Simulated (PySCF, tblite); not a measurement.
Isomers of C4H6FOSi2 (doublet state), one GFN2-xTB conformer each. Single-point energies are computed at B3LYP/pcH-1 (PySCF, gas phase, no added dispersion term), electronic only. GFN2-xTB treats the open shell by occupation alone, and not every SCF solution was tested for stability.

Question: Rank them by B3LYP/pcH-1 energy, lowest first (kJ/mol).
A. `[F:1][c:2]1[cH:3][cH:4][o:5][c:6]1[SiH2:7][SiH2:8]` (doublet state) with O5–C6–Si7–Si8 -4°, C6–Si7–Si8–H -48° and 176°
B. `[F:1][c:2]1[cH:3][cH:4][o:5][c:6]1[SiH:7][SiH3:8]` (doublet state) with O5–C6–Si7–Si8 -25°

Answer: B (0.0), A (19.6).

Neighbours under 21 kJ/mol apart (Fc1ccoc1[SiH][SiH3] and Fc1ccoc1[SiH2][SiH2]) can change places with a better method, another conformer or zero-point energy. GFN2-xTB itself gives, in the same order: 0.0, 10.1. Both levels put the same isomer lowest.

Question: What happens when harmonic zero-point energies from GFN2-xTB frequencies are added?

Answer: 
```csv
SMILES,ZPE (kJ/mol),electronic (kJ/mol),with ZPE (kJ/mol)
Fc1ccoc1[SiH][SiH3],214.7,0.0,0.0
Fc1ccoc1[SiH2][SiH2],214.2,19.6,19.1
```

The zero-point energies span 0.5 kJ/mol. The order is unchanged.
